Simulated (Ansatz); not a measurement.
The first iterations of a band of GaH₄N (6 atoms, charge 0, multiplicity 1).

Theory: RKS CAM-B3LYP-D4/def2-SVP in Ansatz 0.2.0.

| Item | Value |
| --- | --- |
| movable images | 9 |
| climbing image | yes |
| spring | 0.5 eV/Å² |
| optimiser | quadratic models (default) |
| start path | through a guess of the saddle point |
| force threshold | 0.03 eV/Å |
| iteration limit | 60 |
| end points | relaxed |

First end point:

```xyz
6
Properties=species:S:1:pos:R:3
Ga 0.244 -0.001 0.141
H 0.231 -0.616 1.573
H 1.479 0.612 -0.586
N -1.320 0.001 -0.762
H -2.190 -0.368 -0.396
H -1.438 0.372 -1.698
```

Last end point:

```xyz
6
Properties=species:S:1:pos:R:3
Ga -1.232 -2.140 -0.903
H 0.844 0.718 0.429
H 1.428 1.098 0.747
N -1.299 -0.284 -0.696
H -1.721 0.209 0.091
H -1.015 0.399 -1.397
```

| iteration | highest image above the first end (eV) | largest band force component (eV/Å) |
| --- | --- | --- |
| 1 | 11.145 | 31.597 |
| 2 | 4.025 | 9.830 |
| 3 | 4.967 | 5.316 |
| 4 | 5.999 | 3.137 |
| 5 | 4.629 | 3.295 |
| 6 | 4.325 | 2.879 |
| 7 | 4.261 | 2.354 |
| 8 | 4.088 | 2.152 |

Problem. Does the band converge within its limit, and where does its top end?

Solution. It converged. It ended after 26 iterations with the highest image 3.085 eV above the first end. Beside the main top the profile has a ripple of under 15 meV (maxima at images 3, 6), which may be a very shallow well or noise. Neighbouring images differ by up to 2.3 eV, so the band resolves the path poorly. Another band between the same ends (9 images) ends at a top of the same energy, where a vibrational analysis finds 1 clearly imaginary mode. The orbitals stay closed-shell, which can raise the energy where a bond breaks towards radicals; this wasn't checked here.

Run time: 4.8 min on 2 threads of Arm Neoverse V1 (shared host), peak memory 0.15 GiB.
